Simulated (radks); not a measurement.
Values are calculated unless marked as measured or tabulated.
Hg XLIX, configuration [Ar] 3d10 4s2 4p2.

Level of theory: Dirac Kohn-Sham, exchange-only PBE, spin-unpolarised, spherical densities, finite nucleus; open shells fill j = l - 1/2 first; Fermi nuclear charge, rms radius 5.4648 fm (a radial shooting solver on a logarithmic mesh with Libxc functionals).

Energy parts (eV):
total: -489956.53
kinetic: 571576.98
electron-nucleus: -1147462.81
Hartree: 93384.43
exchange: -7455.13

Orbitals (lengths in bohr, moments of r in powers of bohr; r(max) is where P^2 peaks):
| orbital | occ. | eigenvalue (eV) | r(max) | <r> | <r^4> | small-component weight |
|---|---|---|---|---|---|---|
| 1s1/2 | 2 | -85520.28 | 0.01022 | 0.01659 | 3.997e-07 | 9.25e-02 |
| 2s1/2 | 2 | -17192.23 | 0.05932 | 0.06915 | 0.00005745 | 2.13e-02 |
| 2p1/2 | 2 | -16610.26 | 0.04358 | 0.05683 | 0.00003399 | 2.14e-02 |
| 2p3/2 | 4 | -14656.27 | 0.05105 | 0.06546 | 0.00005323 | 1.90e-02 |
| 3s1/2 | 2 | -5866.437 | 0.1656 | 0.1772 | 0.001940 | 7.37e-03 |
| 3p1/2 | 2 | -5609.870 | 0.1543 | 0.1674 | 0.001670 | 7.31e-03 |
| 3p3/2 | 4 | -5159.832 | 0.1689 | 0.1821 | 0.002278 | 6.64e-03 |
| 3d3/2 | 4 | -4744.870 | 0.1310 | 0.1579 | 0.001460 | 6.49e-03 |
| 3d5/2 | 6 | -4647.008 | 0.1350 | 0.1624 | 0.001601 | 6.31e-03 |
| 4s1/2 | 2 | -2833.207 | 0.3500 | 0.3532 | 0.02736 | 3.29e-03 |
| 4p1/2 | 2 | -2721.900 | 0.3445 | 0.3485 | 0.02675 | 3.23e-03 |
| 4p3/2 | 0 | -2570.836 | 0.3672 | 0.3695 | 0.03350 | 3.02e-03 |
| 4d3/2 | 0 | -2396.981 | 0.3485 | 0.3552 | 0.03035 | 2.88e-03 |
| 4d5/2 | 0 | -2364.087 | 0.3548 | 0.3611 | 0.03223 | 2.83e-03 |
| 5s1/2 | 0 | -1669.774 | 0.6157 | 0.5924 | 0.2062 | 1.86e-03 |

The highest occupied level is 4p1/2 at -2721.9 eV. The electron density at the nucleus is 2.33e+06 e/bohr^3.
